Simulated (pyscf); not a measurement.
## F–Mo(F)(F)–F, singlet

Gas-phase minimum from PySCF at ωB97X-D3(BJ)/def2-SVP, one conformer. This is an excited spin state, 14.6 kcal/mol over the triplet at ωB97X-D3(BJ)/def2-TZVP. 

```
Mo
F 1 1.8224
F 1 1.8225 2 142.18
F 1 1.8228 2 95.96 3 107.77
F 1 1.8230 2 95.96 4 144.30
```

Properties at ωB97X-D3(BJ)/def2-SVP:

| Item | Result |
|---|---|
| Harmonic wavenumbers, unscaled | 156, 188, 188, 188, 217, 669, 727, 768, 769 cm⁻¹ |
| Zero-point energy | 5.5 kcal/mol |
| Rotational symmetry number | 4 |
| Entropy of this conformer at 298 K and 1 atm, rigid rotor and harmonic oscillator, modes under 100 cm⁻¹ raised to 100 | 325.5 J/(mol K) |
| Dipole moment | 0.01 D |

Single-point totals, which compare only within one level:

| level | total energy (hartree) |
|---|---|
| ωB97X-D3(BJ)/def2-TZVP | -467.92868 |
| PBE/def2-TZVP | -467.57091 |
| r²SCAN/def2-TZVP | -467.78372 |
| B3LYP-D3(BJ)/def2-TZVP | -467.93062 |
| PBE0-D3(BJ)/def2-TZVP | -467.50197 |
| M06-2X/def2-TZVP | -467.62572 |
| ωB97M-D3(BJ)/def2-TZVP | -467.91558 |

A restricted singlet here is unstable towards spin polarisation, as is usual where a triplet lies low; its energy is less safe. Elements past Kr carry the def2 core potentials, without spin-orbit coupling.
